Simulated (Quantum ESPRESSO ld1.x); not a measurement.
The molybdenum ion Mo31+, configuration [Ne] 3s1.

All-electron calculation, scalar-relativistic Kohn-Sham, LDA (Slater exchange, Perdew-Zunger correlation), spin-polarised, spherical densities, point nucleus; open shells are filled with parallel spins first. Program: ld1.x of Quantum ESPRESSO 7.5.

Energy parts (eV):
part                      energy
total                  -89874.13
kinetic                 93168.96
electron-nucleus      -193392.55
Hartree                 12189.25
exchange-correlation    -1839.79

Orbitals (lengths in bohr, moments of r in powers of bohr; r(90%) holds 90 % of the orbital's charge):
orbital  occ.  eigenvalue (eV)  r(90%)
1s up       1         -21496.7  0.0630
1s down     1         -21494.5  0.0630
2s up       1         -4398.69   0.232
2s down     1         -4396.27   0.232
2p up       3         -4123.59   0.213
2p down     3         -4121.45   0.212
3s up       1         -1767.80   0.529
3s down     0         -1752.04   0.529
3p up       0         -1681.70   0.521
3p down     0         -1666.71   0.521
4s up       0         -943.189   0.949
4s down     0         -936.685   0.954

The highest occupied level is 3s up at -1767.8 eV. For comparison, the ionisation energy in NIST's Atomic Spectra Database is 1790.9 eV (semi-empirical). In exact Kohn-Sham theory the highest level is minus the ionisation energy, but local and semilocal functionals leave it too shallow, through self-interaction and a potential that decays too fast; potentials with the right tail come closer. Summed over all electrons, <r^2> = 0.3341 bohr^2, which gives a Langevin (diamagnetic) susceptibility term of -0.265 x 10^-6 cm^3/mol. The density falls to 0.001 e/bohr^3 at r = 0.88 bohr.
